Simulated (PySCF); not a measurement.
Species: C4H2F2S.
Bonds: F1–C2, C2–C3 (aromatic), C3–S4 (aromatic), S4–C5 (aromatic), C5–C6 (aromatic), C6–F7, C2–C6 (aromatic). Hydrogens: H8 on C3; H9 on C5.

Structure optimised with GFN2-xTB, isolated species.

Task: Give the optimised bond lengths and angles.

Result: 
```
        bond  length (Å)     order
F1–C2, C6–F7       1.336    single
C2–C3, C5–C6       1.359  aromatic
C3–S4, S4–C5       1.715  aromatic
       C2–C6       1.420  aromatic
C3–H8, C5–H9       1.070    single
```

Bonds in one row agree within 0.01 Å and their mean is given. Orders are formal, as drawn. A selection of angles:
```
   angle  degrees
F1–C2–C3    123.9
F1–C2–C6    123.4
C3–C2–C6    112.7
C2–C3–S4    111.2
C2–C3–H8    127.7
S4–C3–H8    121.1
C3–S4–C5     92.1
```

The 7 heavy atoms lie in one plane (0.000 Å rms). S4 (thiophene-type sulfur) is bent (angle 92.1°). The C–C distances run from 1.359 Å (C2–C3, aromatic) to 1.420 Å (C2–C6, aromatic), a spread of 0.061 Å. The 5-membered ring C2–C3–S4–C5–C6 has internal angles of 92.1° to 112.7° (sum 540°, against 540° for a flat polygon); it is planar, 0.00 Å rms from its mean plane, widest ring torsion 0°.

Point group: C2v (every atom within 0.08 Å of its image). GFN2-xTB frequencies: not computed here.
